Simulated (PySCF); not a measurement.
PbO: mean field, correlation and small terms against distance

State: ¹Σ⁺, singlet, closed shell. RHF-based CCSD(T) in PySCF 2.14 with Pb cc-pwCVDZ-PP with ECP60, O aug-cc-pVDZ and Pb cc-pwCVTZ-PP with ECP60, O aug-cc-pVTZ (frozen core orbitals: 5; scalar-relativistic core potentials). Correlation energies are extrapolated as n⁻³ (n = 2, 3), Hartree–Fock as (n+1)·exp(−9√n). CV is the change on freezing 4 orbitals instead, in Pb cc-pwCVTZ-PP with ECP60, O cc-pwCVTZ. All energies in eV from Pb + O.

```tsv
R (Å)	HF/CBS	CCSD corr.	(T)	CV	total
1.6915	-0.119	-3.353	-0.4591	-0.0159	-3.947
1.7683	-0.734	-3.429	-0.5073	-0.0130	-4.684
1.8452	-0.954	-3.516	-0.5619	-0.0108	-5.043
1.9221	-0.899	-3.610	-0.6229	-0.0092	-5.141
1.9990	-0.656	-3.707	-0.6903	-0.0080	-5.062
2.0951	-0.184	-3.829	-0.7830	-0.0072	-4.804
2.1912	0.393	-3.948	-0.8836	-0.0068	-4.446
```

A fit to the total gives Re = 1.9210 Å, De = 5.141 eV, ωe = 739.2 cm⁻¹, Be = 0.3076 cm⁻¹ (masses 207.9766 and 15.9949 u).

Question: At R = 1.9221 Å the CCSD correlation energy is -0.572466 hartree in the smaller basis and -0.736490 in the larger. Extrapolate it.

Answer: (3³·E3 − 2³·E2)/(3³ − 2³) = -0.80555 hartree; the larger basis holds 91.4 % of it.

The T1 diagnostic is 0.039, large enough to doubt a single reference. The open-shell atoms are computed with UHF. Spin–orbit coupling, excitations beyond (T) and corrections to the Born–Oppenheimer picture are left out, and spin–orbit coupling matters for open p, d or f shells this heavy.
